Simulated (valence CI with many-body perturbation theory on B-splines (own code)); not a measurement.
## Eu⁵⁶⁺: E2, E3, M2 decay

Level of theory: valence CI with perturbative core correlation (CI+MBPT): five valence electrons over a frozen Dirac-Fock core [He], a basis of 11 s, 11 p, 10 d, 8 f, 5 g, 2 h functions for each j, with the one-electron correlation potential Σ1 (screened to all orders), the two-electron term Σ2, the three-electron term Σ3, Breit, model QED; selected single and double excitations, second order for the rest, scaled by the run's own slope (own B-spline code, finite nucleus).

No measured spectrum was set against this ion. As an estimate, large intervals hold to a few tenths of a per cent, small ones and those within an open d or f shell to about a per cent. Among the levels kept, up to 7300 cm⁻¹ of a level comes from second order outside the variational space, and about a tenth of that is noise between levels of different J, which matters for small intervals.

Lines 51 to 95 of 95 in falling wavelength, among levels below 8635.2 eV, chosen from the decays that carry over 1 % of a level's rate. Wavelengths and rates use the calculated energies. Electric multipoles are in the length gauge, E1 and E2 with the static RPA response of the core. Weak lines are less certain than strong ones. Lines between different terms over intervals too small for the method are left out, as are lines whose strength nearly cancels. The highest levels of a list are the least certain.

Levels are named by their leading jj configuration (3d3/2^4 stands for four electrons in 3d with j = 3/2), which in mixed levels can hold well under half, so a name can repeat and another be missing. Letters in brackets count levels of one name in rising energy.

```csv
λ vac (Å),Upper,Lower,Type,A (s⁻¹),Branch %
1.836,(2s^2 2p1/2 2p3/2 3d5/2) J=9/2,(2s^2 2p1/2 2p3/2^2) J=5/2,E3,1.19e+09,2.1
1.779,(2s 2p1/2^2 2p3/2 3d5/2) J=9/2,(2s^2 2p1/2 2p3/2^2) J=5/2,E2,1.67e+09,2.5
1.725,(2s^2 2p3/2^2 3d5/2) J=9/2,(2s 2p1/2^2 2p3/2^2) J=5/2,E2,5.18e+09,7.7
1.713,(2s 2p1/2 2p3/2^2 3p3/2) J=7/2 [a],(2s 2p1/2^2 2p3/2^2) J=5/2,E2,1.88e+11,1.1
1.708,(2s 2p1/2 2p3/2^2 3p3/2) J=1/2 [b],(2s 2p1/2^2 2p3/2^2) J=3/2,E2,3.27e+11,1.3
1.704,(2s 2p1/2 2p3/2^2 3p3/2) J=9/2,(2s 2p1/2^2 2p3/2^2) J=5/2,E2,5.31e+11,33.6
1.703,(2s^2 2p1/2 2p3/2 3p3/2) J=1/2 [a],(2s^2 2p1/2^2 2p3/2) J=3/2,E2,1.57e+11,1.2
1.702,(2s^2 2p1/2 2p3/2 3p3/2) J=5/2 [a],(2s^2 2p1/2^2 2p3/2) J=3/2,E2,1.37e+11,2.4
1.701,(2s^2 2p1/2 2p3/2 3p3/2) J=3/2 [a],(2s^2 2p1/2^2 2p3/2) J=3/2,E2,4.43e+11,28.5
1.699,(2s^2 2p1/2 2p3/2 3p3/2) J=7/2,(2s^2 2p1/2^2 2p3/2) J=3/2,E2,4.82e+11,37.9
1.699,(2s^2 2p3/2^2 3p3/2) J=1/2,(2s^2 2p1/2 2p3/2^2) J=5/2,E2,3.66e+11,1.3
1.698,(2s^2 2p3/2^2 3p3/2) J=5/2,(2s^2 2p1/2 2p3/2^2) J=5/2,E2,3.27e+11,3.4
1.697,(2s^2 2p3/2^2 3p3/2) J=7/2,(2s^2 2p1/2 2p3/2^2) J=5/2,E2,2.15e+11,3.4
1.694,(2s^2 2p1/2 2p3/2 3p3/2) J=5/2 [b],(2s^2 2p1/2^2 2p3/2) J=3/2,E2,3.43e+11,21.5
1.693,(2s^2 2p3/2^2 3p3/2) J=5/2,(2s^2 2p1/2 2p3/2^2) J=3/2,E2,1.80e+11,1.8
1.692,(2s^2 2p3/2^2 3p3/2) J=7/2,(2s^2 2p1/2 2p3/2^2) J=3/2,E2,3.70e+11,5.8
1.692,(2s^2 2p3/2^2 3p3/2) J=3/2 [b],(2s^2 2p1/2 2p3/2^2) J=1/2,E2,4.57e+11,3.1
1.687,(2s^2 2p3/2^2 3p3/2) J=3/2 [a],(2s^2 2p1/2 2p3/2^2) J=5/2,E2,3.10e+11,1.0
1.668,(2s^2 2p1/2 2p3/2 3d5/2) J=9/2,(2s^2 2p1/2^2 2p3/2) J=3/2,E3,2.43e+09,4.4
1.667,(2s^2 2p3/2^2 3d5/2) J=9/2,(2s^2 2p1/2 2p3/2^2) J=5/2,M2,8.21e+09,12.3
1.667,(2s^2 2p3/2^2 3d5/2) J=9/2,(2s^2 2p1/2 2p3/2^2) J=5/2,E3,9.45e+08,1.4
1.662,(2s^2 2p3/2^2 3d5/2) J=9/2,(2s^2 2p1/2 2p3/2^2) J=3/2,E3,1.93e+09,2.9
1.631,(2s 2p1/2^2 2p3/2 3d3/2) J=5/2 [a],(2s^2 2p1/2^2 2p3/2) J=3/2,E2,9.95e+11,1.4
1.630,(2s 2p1/2^2 2p3/2 3d3/2) J=7/2,(2s^2 2p1/2^2 2p3/2) J=3/2,E2,1.37e+12,61.4
1.629,(2p1/2^2 2p3/2^2 3d3/2) J=3/2,(2s 2p1/2^2 2p3/2^2) J=3/2,E2,5.52e+11,2.7
1.629,(2p1/2^2 2p3/2^2 3d3/2) J=5/2,(2s 2p1/2^2 2p3/2^2) J=3/2,E2,6.39e+11,1.9
1.629,(2p1/2^2 2p3/2^2 3d3/2) J=7/2,(2s 2p1/2^2 2p3/2^2) J=3/2,E2,1.75e+12,14.7
1.628,(2s 2p1/2 2p3/2^2 3d3/2) J=9/2,(2s^2 2p1/2 2p3/2^2) J=5/2,E2,7.68e+11,51.7
1.627,(2s 2p1/2 2p3/2^2 3d5/2) J=9/2 [a],(2s^2 2p1/2 2p3/2^2) J=5/2,E2,1.07e+12,62.5
1.623,(2s 2p1/2 2p3/2^2 3d3/2) J=5/2 [c],(2s^2 2p1/2 2p3/2^2) J=1/2,E2,6.71e+11,1.5
1.622,(2s 2p1/2 2p3/2^2 3d5/2) J=7/2 [a],(2s^2 2p1/2 2p3/2^2) J=3/2,E2,9.94e+11,1.1
1.618,(2s 2p1/2 2p3/2^2 3d5/2) J=9/2 [b],(2s^2 2p1/2 2p3/2^2) J=5/2,E2,1.35e+12,67.6
1.614,(2s 2p1/2 2p3/2^2 3d3/2) J=5/2 [c],(2s^2 2p1/2 2p3/2^2) J=5/2,E2,1.29e+12,2.8
1.611,(2p1/2^2 2p3/2^2 3d3/2) J=3/2,(2s 2p1/2^2 2p3/2^2) J=5/2,E2,2.46e+12,11.9
1.611,(2s 2p1/2 2p3/2^2 3d3/2) J=7/2 [d],(2s^2 2p1/2 2p3/2^2) J=5/2,E2,3.90e+12,1.1
1.611,(2p1/2^2 2p3/2^2 3d3/2) J=5/2,(2s 2p1/2^2 2p3/2^2) J=5/2,E2,2.43e+12,7.2
1.611,(2p1/2^2 2p3/2^2 3d3/2) J=7/2,(2s 2p1/2^2 2p3/2^2) J=5/2,E2,1.29e+12,10.8
1.610,(2s 2p1/2^2 2p3/2 3d5/2) J=1/2,(2s^2 2p1/2^2 2p3/2) J=3/2,E2,5.72e+12,1.0
1.610,(2p1/2^2 2p3/2^2 3d3/2) J=1/2,(2s 2p1/2^2 2p3/2^2) J=5/2,E2,2.72e+12,1.7
1.610,(2s 2p1/2 2p3/2^2 3d3/2) J=5/2 [c],(2s^2 2p1/2 2p3/2^2) J=3/2,E2,7.95e+11,1.7
1.606,(2s 2p1/2 2p3/2^2 3d5/2) J=3/2 [d],(2s^2 2p1/2 2p3/2^2) J=1/2,E2,3.34e+12,2.9
1.603,(2s 2p1/2^2 2p3/2 3d5/2) J=7/2 [b],(2s^2 2p1/2^2 2p3/2) J=3/2,E2,2.39e+12,1.2
1.601,(2s 2p1/2 2p3/2^2 3d5/2) J=9/2 [c],(2s^2 2p1/2 2p3/2^2) J=5/2,E2,3.05e+12,42.8
1.601,(2s 2p1/2 2p3/2^2 3d5/2) J=7/2 [c],(2s^2 2p1/2 2p3/2^2) J=5/2,E2,8.36e+11,2.0
1.599,(2s 2p1/2 2p3/2^2 3d5/2) J=7/2 [b],(2s^2 2p1/2 2p3/2^2) J=3/2,E2,2.78e+12,5.1
```
